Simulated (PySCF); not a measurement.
# State search for MgAs

Unrestricted PBE0; Mg def2-SVP, As def2-SVP; no relativity (PySCF 2.14). Outer shells of the fragments: Mg 3s2; As 3d10 4s2 4p3.

Followed along the bond (rough minima from three points):

| 2Ms+1 | unpaired | ⟨S²⟩ at the start | R at minimum (Å) | Te (eV) |
| --- | --- | --- | --- | --- |
| 4 | σ ↑, π ↑↑ | 3.76 | 2.67 | 0.00 |
| 2 | σ ↓, π ↑↑ | 1.76 | 2.62 | 0.17 |
| 2 | σ ↑, π ↑↓ | 1.76 | 2.63 | 0.44 |
| 2 | π ↑ | 0.91 | 2.42 | 0.45 |
| 2 | σ ↑ | 0.75 | 2.61 | 1.45 |

Solutions found at the starting distance of 2.530 Å, counted from the lowest of them; the search is not exhaustive and high or unbound solutions are not listed, so other states can lie among these:

```tsv
2Ms+1	unpaired	term	E (eV)	⟨S²⟩	⟨Lz²⟩	μ (D)
4	σ ↑, π ↑↑	⁴Σ⁻	0.00	3.76	0.00	-1.31
2	σ ↓, π ↑↑	mixed	0.16	1.76	0.00	-1.54
2	σ ↑, π ↑↓	mixed	0.42	1.76	2.01	-1.41
2	π ↑	²Π	0.47	0.91	1.01	-4.92
2	σ ↑	mixed	1.44	0.75	2.00	-1.24
4	σ ↑↑, π ↑	⁴Π	1.61	3.75	1.02	-2.53
```

A term symbol is given only where ⟨S²⟩ and ⟨Lz²⟩ are close to those of a pure state; real π, δ and φ orbitals otherwise mix terms. A positive dipole means Mg(−)As(+).

Spin–orbit coupling is left out.
